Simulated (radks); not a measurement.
Values are calculated unless marked as measured or tabulated.
How relativity changes the ionisation of the cadmium ion Cd3+ ([Kr] 4d9) to Cd4+ ([Kr] 4d8). Spin-unpolarised spherical Kohn-Sham, LDA (Slater exchange, Perdew-Wang correlation), point nucleus unless stated (finite: rms radius 4.6087 fm), a radial shooting solver on a logarithmic mesh with Libxc functionals. A level marked "c x" has the speed of light scaled by that factor and shares open shells by 2j + 1; other Dirac levels either fill j = l - 1/2 first or share by 2j + 1.

[
 {"level": "non-rel.", "E(Cd3+) (hartree)": "-5460.00305", "E(Cd4+) (hartree)": "-5457.98520", "IE (eV)": "54.908", "HOMO": "4d", "<r> HOMO (bohr)": "1.189"},
 {"level": "scalar-rel.", "E(Cd3+) (hartree)": "-5587.20813", "E(Cd4+) (hartree)": "-5585.21317", "IE (eV)": "54.286", "HOMO": "4d", "<r> HOMO (bohr)": "1.199"},
 {"level": "scalar-rel., finite nucleus", "E(Cd3+) (hartree)": "-5587.08239", "E(Cd4+) (hartree)": "-5585.08742", "IE (eV)": "54.286", "HOMO": "4d", "<r> HOMO (bohr)": "1.199"},
 {"level": "Dirac, 2j+1 shares", "E(Cd3+) (hartree)": "-5588.58695", "E(Cd4+) (hartree)": "-5586.59218", "IE (eV)": "54.280", "HOMO": "4d5/2", "<r> HOMO (bohr)": "1.205"},
 {"level": "Dirac, low j first", "E(Cd3+) (hartree)": "-5588.59841", "E(Cd4+) (hartree)": "-5586.61683", "IE (eV)": "53.922", "HOMO": "4d5/2", "<r> HOMO (bohr)": "1.205"},
 {"level": "Dirac, 2j+1 shares, finite nucleus", "E(Cd3+) (hartree)": "-5588.46087", "E(Cd4+) (hartree)": "-5586.46610", "IE (eV)": "54.280", "HOMO": "4d5/2", "<r> HOMO (bohr)": "1.205"},
 {"level": "Dirac, c x 0.75", "E(Cd3+) (hartree)": "-5700.76848", "E(Cd4+) (hartree)": "-5698.79133", "IE (eV)": "53.801", "HOMO": "4d5/2", "<r> HOMO (bohr)": "1.217"},
 {"level": "Dirac, c x 1.5", "E(Cd3+) (hartree)": "-5515.21356", "E(Cd4+) (hartree)": "-5513.20603", "IE (eV)": "54.628", "HOMO": "4d5/2", "<r> HOMO (bohr)": "1.196"},
 {"level": "Dirac, c x 2", "E(Cd3+) (hartree)": "-5490.69997", "E(Cd4+) (hartree)": "-5488.68794", "IE (eV)": "54.750", "HOMO": "4d5/2", "<r> HOMO (bohr)": "1.193"}
]

NIST Atomic Spectra Database: 51 eV (theoretical). The relativistic part of the total energy of Cd3+ is -128.5 hartree (Dirac, 2j+1 shares, finite nucleus), 2.4 % of the non-relativistic value. Spin polarisation and multiplet splitting of open shells are left out at every level.

Beside tabulated values, note that relativity, absent from the non-relativistic runs, is large for the heavy elements, and spin-unpolarised runs miss the spin-polarisation part of the exchange energy of open shells.
